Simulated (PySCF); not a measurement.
## Constants of ZnH⁺, step by step

State: ¹Σ⁺, singlet, closed shell. De refers to Zn⁺ + H. RHF-based CCSD(T) in PySCF 2.14 with Zn cc-pVTZ-PP with ECP10, H cc-pVTZ and Zn cc-pVQZ-PP with ECP10, H cc-pVQZ (frozen core orbitals: 4; scalar-relativistic core potentials). Correlation energies are extrapolated as n⁻³ (n = 3, 4), Hartree–Fock as (n+1)·exp(−9√n). CV is the change on freezing 0 orbitals instead, in Zn cc-pwCVTZ-PP with ECP10, H cc-pVTZ.

```tsv
Level	Re (Å)	ωe (cm⁻¹)	ωexe (cm⁻¹)	αe (cm⁻¹)	De (eV)
CCSD(T)/TZ	1.5147	1936.3	39.8	0.223	2.464
CCSD(T)/QZ	1.5130	1912.1	35.8	0.230	2.491
HF/CBS	1.5322	1981.1	22.9	0.166	1.258
MP2/CBS	1.4859	2045.7	28.9	0.204	2.327
CCSD/CBS	1.5131	1929.4	32.7	0.218	2.438
CCSD(T)/CBS	1.5126	1912.3	34.9	0.228	2.510
CCSD(T)/CBS+CV	1.5118	1912.9	34.9	0.229	2.515
```

Problem. How much is left between CCSD(T)/QZ and the basis-set limit, and how much do the triples give at the limit?

Solution. CCSD(T)/CBS less CCSD(T)/QZ: -0.4 mÅ in Re, +0.2 cm⁻¹ in ωe and +0.019 eV in De. CCSD(T)/CBS less CCSD/CBS: -0.5 mÅ in Re, -17.1 cm⁻¹ in ωe and +0.072 eV in De.

Problem. What do the later terms add?

Solution. CV: -0.8 mÅ in Re, +0.6 cm⁻¹ in ωe and +0.005 eV in De, each against the row above.

The T1 diagnostic is 0.022, large enough to doubt a single reference. The open-shell atoms are computed with UHF. Spin–orbit coupling, excitations beyond (T) and corrections to the Born–Oppenheimer picture are left out.

The whole job (state search and all basis sets along the bond) took about 4.5 min on 4 threads of Intel Xeon 6975P-C (shared host), peak memory 6.3 GiB.
